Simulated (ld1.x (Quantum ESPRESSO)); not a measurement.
# Building the ultrasoft potential for Co (LDA (PZ), fully relativistic).

```
Element                 : Co (Z = 27)
Generator               : ld1.x (Quantum ESPRESSO) 7.5
Type                    : ultrasoft
Functional              : LDA (PZ)
Relativity              : fully relativistic
Frozen core             : [Ne] 3s2
Valence charge          : 15
Reference configuration : 3p6 3d7 4s2 4p0
Partial waves           : 4s (bound): rcut 1.80, rcutus 2.45 bohr; 4s channel at 0.6 Ry: rcut 1.80, rcutus 2.45 bohr; 3p (bound): rcut 1.20, rcutus 1.50 bohr; 4p (bound, empty): rcut 1.20, rcutus 1.50 bohr; 3d (bound): rcut 0.85, rcutus 1.05 bohr; 3d channel at 0.2 Ry: rcut 0.85, rcutus 1.05 bohr
Local potential         : all-electron potential smoothed inside 1.05 bohr (lloc = -1)
Core correction         : none
Augmentation charge     : PSQ, inside the norm-conserving radii
```

Open shells are filled in proportion to 2j + 1 (rel_dist='average').

All-electron outer shells of the reference configuration (LDA (PZ), scalar-relativistic, ld1.x):

```tsv
shell	level (eV)	outermost node (bohr)	outermost maximum (bohr)
2p	-769.46	–	0.17
3s	-101.87	0.31	0.67
3p	-65.51	0.28	0.68
3d	-8.46	–	0.66
4s	-5.68	0.96	2.29
4p	-1.39	1.05	3.21
```

**Question.** Does the generator finish with these settings?

**Answer.** Yes, a potential is produced and its reference levels are reproduced.

**Question.** Does the potential have ghost states?

**Answer.** Ghost state, extra bound levels that the all-electron valence spectrum of the same l lacks: s at -622.1 eV (p1/2, p3/2 not tested). A true bound ghost makes a file unfit for plane-wave use.

**Question.** Is the overlap operator S = 1 + Σ q|β⟩⟨β| positive definite (Bessel basis up to 400 Ry)?

**Answer.** No: its lowest eigenvalue is -5.095, in the p1/2 channel, so the generalised eigenproblem breaks down once the basis is large enough.

**Question.** Tests: 3p6 3d7 4s1 4p0; 3p6 3d7 4s0 4p0; 3p6 3d6 4s0 4p0; 3p6 3d7.5 4s1.5 4p0; 3p6 3d8 4s1 4p0; 3p6 3d5 4s0 4p0; 3p5 3d7 4s2 4p0. Which has the largest error in its energy relative to the reference configuration, and how large is it?

**Answer.** 3p6 3d5 4s0 4p0, with -606 meV (all-electron minus pseudo) on +118.22 eV.

Its overlap operator is not positive definite in a basis up to 400 Ry (lowest eigenvalue p1/2 -5.09, p3/2 -4.09), so the file is unfit for use: the generalised eigenproblem breaks down once the basis is large enough, and its test numbers describe a broken file.
